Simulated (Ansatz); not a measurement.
Coupled-cluster diagnostics for Pt3H4, Ansatz.

Geometry of the singlet (PBE0-D4/def2-TZVP):

```xyz
7

Pt    1.898   -0.810   -0.330
Pt   -0.591   -0.051   -1.160
Pt   -0.288   -0.313    1.232
H    -1.628    0.227    1.822
H     1.179    0.311   -1.248
H    -2.023    0.561   -1.267
H     1.454    0.075    0.951
```

In the def2 sets Pt takes a core potential; there is no spin–orbit coupling. Correlated methods freeze no core orbitals; core or outer-core shells of Pt are correlated, in sets that lack core-valence functions. Another isomer (singlet) lies 0.23 eV lower at PBE0-D4/def2-TZVP; other spin states weren't run for this one.

Problem. Estimate the CCSD(T) correlation energy, the shares of MP2 and (T), T1 and the reference's ⟨S²⟩ for: charge 0, singlet, own geometry in def2-TZVP; and the rough time on 4 threads of Arm Neoverse V1 on a shared host.

Solution. 
```
                          state      basis  correlation (eV)  MP2 share (%)  (T) share (%)     T1  ⟨S²⟩ (pure)  wall time                  remarks
charge 0, singlet, own geometry  def2-TZVP           -38.373          106.0            4.4  0.036  0.00 (0.00)    1.8 min  restricted SCF unstable
```
Customary marks for T1 are 0.02 (closed shells), 0.045 (open shells) and about 0.05 (3d metals). T1 exceeds 0.02 in 1 of 1 rows and 0.045 in 0; the higher it lies, the less the single-reference result can be trusted.
